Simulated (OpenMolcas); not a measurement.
**Multiplet structure of neutral magnesium**

```json
{
 "Program": "OpenMolcas",
 "Method": "CASSCF",
 "Basis": "ANO-RCC-VQZP [6s5p3d2f1g]",
 "Scalar Hamiltonian": "DKH2, point nucleus",
 "Active space": "2 electrons in 4 orbitals (3s 3p)",
 "State averaging": "2S+1 = 3 even, 3 roots; 2S+1 = 1 even, 1 root; 2S+1 = 3 odd, 3 roots; 2S+1 = 1 odd, 3 roots",
 "Spin-orbit coupling": "state interaction with AMFI integrals over the reference wave functions, term energies averaged over their components"
}
```

With spin-orbit coupling, above the lowest level:

```json
{"Configuration": "3s2", "Term": "1S", "J": "0", "E (cm-1)": "0.0", "Measured (cm-1)": "0.0", "g": "", "Term weight %": "100"}
{"Configuration": "3s 3p", "Term": "3P*", "J": "0", "E (cm-1)": "21876", "Measured (cm-1)": "21850", "g": "", "Term weight %": "100"}
{"Configuration": "3s 3p", "Term": "3P*", "J": "1", "E (cm-1)": "21891", "Measured (cm-1)": "21870", "g": "1.501", "Term weight %": "100"}
{"Configuration": "3s 3p", "Term": "3P*", "J": "2", "E (cm-1)": "21922", "Measured (cm-1)": "21911", "g": "1.501", "Term weight %": "100"}
{"Configuration": "3s 3p", "Term": "1P*", "J": "1", "E (cm-1)": "40244", "Measured (cm-1)": "35051", "g": "1.000", "Term weight %": "100"}
```

Against the 4 measured excited levels shown (NIST Handbook of Basic Atomic Spectroscopic Data) the mean absolute deviation is 1300 cm-1; the largest miss in energy is 3s 3p 1P* 1: computed 40244, measured 35051 cm-1 (+14.8 %).

Without dynamic correlation excited terms often stand tens of per cent too high (terms of higher spin than the ground term too low), and those without a measured partner can miss by more than the paired ones. Computed and measured levels are paired by configuration, term and J; levels that our copy of the source lacks, or whose pairing is in doubt (as where it misses far off the trend of its configuration), stay unpaired and out of the deviations. Levels of configurations outside the active space are missing. The first state left out of the spin-orbit step lies near 62000 cm-1 above the lowest spin-free state of the reference (among the parities and spins computed), and the list stops at four fifths of that energy or lower.

The term weight is that of the spin-free term in the level, not the purity of its configuration. * marks odd parity.
